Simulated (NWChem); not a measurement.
Species: TaNH4O3; SMILES [NH]=[Ta]([OH])([OH])[OH]

```xyz
9

Ta     0.0000     0.0000    -0.0041
N      0.0000     0.0000    -1.7751
H      0.0000     0.0000    -2.7867
O      1.3849    -1.1622     0.6232
H      2.0395    -1.7114     0.1862
O      0.3141     1.7805     0.6232
H      0.4624     2.6219     0.1862
O     -1.6990    -0.6183     0.6232
H     -2.5018    -0.9105     0.1862
```
Atoms are numbered in this order, from 1.

All runs: NWChem. Geometry: optimised at PBE0/def2-SVP. No frequency run checked for a minimum. def2 effective core potentials on Ta; no spin-orbit coupling. Level SCAN/def2-SVP: energy and gradient on several grids; changes count from the extra-fine grid, which is no exact limit either.

| grid | size of the energy change (μHa) | largest change of a gradient component (μHa/bohr) |
|---|---|---|
| xcoarse | 10000 | 7000 |
| coarse | 10000 | 1000 |
| medium | 10000 | 700 |
| fine | 1000 | 800 |
| xfine | < 10 | < 30 |
